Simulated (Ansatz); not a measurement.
```yaml
crystal:
  periodic: [false, false, false]
  atoms:
    - {symbol: C, position_ang: [-1.461198, 0.728387, -0.506739]}
    - {symbol: Al, position_ang: [-0.049793, -0.628260, -0.727781]}
    - {symbol: C, position_ang: [1.490637, -0.492565, 0.519062]}
    - {symbol: N, position_ang: [1.441286, 0.539988, 1.394824]}
    - {symbol: H, position_ang: [-1.702516, 1.158658, -1.311606]}
    - {symbol: H, position_ang: [-1.295260, 1.338714, 0.088142]}
    - {symbol: H, position_ang: [-2.504282, 0.202266, -0.377643]}
    - {symbol: H, position_ang: [-0.218578, -1.810112, -1.696411]}
    - {symbol: H, position_ang: [2.484433, -1.159757, 0.597437]}
    - {symbol: H, position_ang: [2.284209, 0.412253, 1.840105]}
basis:
  gaussian: {orbitals: "6-31G*", final_grid: {core_spheres: 5, valence_spheres: 4, degree: 11}}
hamiltonian: {xc: {name: SPW92}}
accuracy: high
relax: {f_tol: 0.001, max_steps: 1}
output: {forces: true}
```

```sh
$ ansatz run in.yaml --threads 2 --pin off --events-out ev --progress --plain --max-ram 4352MiB
```

(1) How does Ansatz answer? (Best estimate.)

Answers

(1) Ansatz gave: No converged result was reached.
```
Functional definition: SPW92
1835 factors; integrals over basis functions are off by at most 2.1e-9 eV
mean field evaluation 1: about -10177.6180 eV, gradient 8.0e1 eV
mean field evaluation 2: about -10095.3841 eV, gradient 1.6e2 eV
mean field evaluation 4: about -10191.8868 eV, gradient 1.2e1 eV
mean field evaluation 8: about -10192.5562 eV, gradient 1.3e-1 eV
mean field evaluation 16: about -10192.5558 eV, gradient 7.8e-5 eV
mean field -10192.55576814 eV, -374.5695157166 hartree, gradient 5.6e-8 eV, S^2 0.000000; 0 other end points of the search recorded, 0 dependent functions left out
reference -10192.55577242 eV, -374.5695158738 hartree; 19, 19 occupied and 57, 57 virtual orbitals, 1835 factors
relax step   1: F+E_penalty+E_count = -10192.55576814 eV  Δ(F+E_penalty+E_count) = +0.000e0 eV  max|allowed force component| = 1.524e1 eV/Å  Δτ_max = 0.0000 Å  (32 SCF iters, accepted)
Error: geometry relaxation did not converge after 1 steps: max|allowed force component| = 1.52e1 eV/Å (threshold 1.0e-3). Raise `relax.max_steps` over both its present limit and 1, loosen `relax.f_tol`, or start from a geometry closer to equilibrium. Where this run's directory can be resumed (`checkpoint.write`), a resume goes on for up to `relax.max_steps` more
```
